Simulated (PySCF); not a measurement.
## Worked example: entropy of an ideal gas

S4, SMILES S1SSS1.

Geometry optimised at B3LYP-D3(BJ)/def2-SVP.

B3LYP-D3(BJ)/def2-SVP (PySCF) gives the harmonic wavenumbers 182, 302, 380, 380, 405, 479 cm⁻¹ and the rotational temperatures 0.1608, 0.1608, 0.0878 K. The molar mass is 128.24 g/mol, the symmetry number 4, the spin multiplicity 1.

Q: Work out the entropy at 298.15 K and 1 atm in the rigid-rotor, harmonic-oscillator model.

A: 
Translation (Sackur–Tetrode at 1 atm): S = R[1.5 ln M + 2.5 ln T − 1.16487] = 169.3 J/(mol K).
Rotation: q = (√π/σ) T^1.5/√(θA θB θC) = 47900, S = R[ln q + 3/2] = 102.1 J/(mol K).
Vibration: with u = 1.4388 ν/T, each mode gives R[u/(e^u − 1) − ln(1 − e^−u)]:
```tsv
ν (cm⁻¹)	modes	u	S (J/(mol K))
182	1	0.88	9.66
302	1	1.46	5.88
380	2	1.83	8.70
405	1	1.95	3.95
479	1	2.31	2.98
```
These are all the modes. Sum 31.2 J/(mol K).
Spin: R ln 1 = 0.0 J/(mol K).
Total 302.5 J/(mol K); the program's own thermochemistry gives 302.5. Translation makes up 56 % and vibration 10 %. Anharmonicity, hindered rotation and orbital degeneracy are left out.
